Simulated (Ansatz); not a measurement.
HfSiN2H10O4, singlet: a trajectory.

The input file, in.yaml:

```yaml
crystal:
  periodic: [false, false, false]
  atoms:
    - {symbol: Si, position_ang: [-1.016366, 0.067461, -1.385103]}
    - {symbol: N, position_ang: [-0.396373, 0.524040, -2.999328]}
    - {symbol: N, position_ang: [-1.359008, -0.390153, 0.520326]}
    - {symbol: H, position_ang: [1.216316, 0.525898, -1.373546]}
    - {symbol: O, position_ang: [0.593329, 0.258158, -0.689440]}
    - {symbol: Hf, position_ang: [0.698685, -0.146463, 1.449811]}
    - {symbol: O, position_ang: [0.060768, 1.153270, 2.748138]}
    - {symbol: O, position_ang: [2.591322, 0.271091, 1.300014]}
    - {symbol: O, position_ang: [0.703649, -1.967357, 2.133985]}
    - {symbol: H, position_ang: [-1.414193, -1.327453, -1.749004]}
    - {symbol: H, position_ang: [-1.942118, 1.231507, -1.228491]}
    - {symbol: H, position_ang: [-0.374517, -0.181936, -3.719219]}
    - {symbol: H, position_ang: [-0.700749, 1.399353, -3.397209]}
    - {symbol: H, position_ang: [-2.046926, 0.226193, 0.940135]}
    - {symbol: H, position_ang: [-1.719286, -1.332816, 0.625082]}
    - {symbol: H, position_ang: [0.382356, 1.786590, 3.383903]}
    - {symbol: H, position_ang: [3.430292, 0.514442, 0.923248]}
    - {symbol: H, position_ang: [1.292717, -2.611824, 2.516696]}
basis:
  gaussian: {orbitals: def2-SVP}
hamiltonian: {xc: pbe0, dispersion: d4}
md: {n_steps: 30, timestep: 0.5, temperature: 200, ensemble: nose, seed: 324, initial_velocities: maxwell_boltzmann}
```

Launched with

```bash
ansatz run in.yaml --threads 4 --pin off --events-out ev --progress --plain --max-ram 46080MiB --backend cuda --devices 0, --max-vram 37GiB
```

What Ansatz 0.2.0 printed:

```
Error: YAML parse error: error: line 25 column 62: unknown variant `nose`, expected one of nve, nve_milne, nvt_langevin, nvt_nose_hoover, npt_langevin
  --> <input>:25:62
   |
23 |   gaussian: {orbitals: def2-SVP}
24 | hamiltonian: {xc: pbe0, dispersion: d4}
25 | md: {n_steps: 30, timestep: 0.5, temperature: 200, ensemble: nose, seed: 324, initial_velocities: maxwell_boltzmann}
   |                                                              ^ unknown variant `nose`, expected one of nve, nve_milne, nvt_langevin, nvt_nose_hoover, npt_langevin
```

Hardware: 4 CPU threads of an AMD EPYC 7R13 and a share of one NVIDIA H100, shared host. Wall time 0.05 s; peak host memory 0.95 GiB.


The program refused the input. The ensemble's name is not one that the program knows.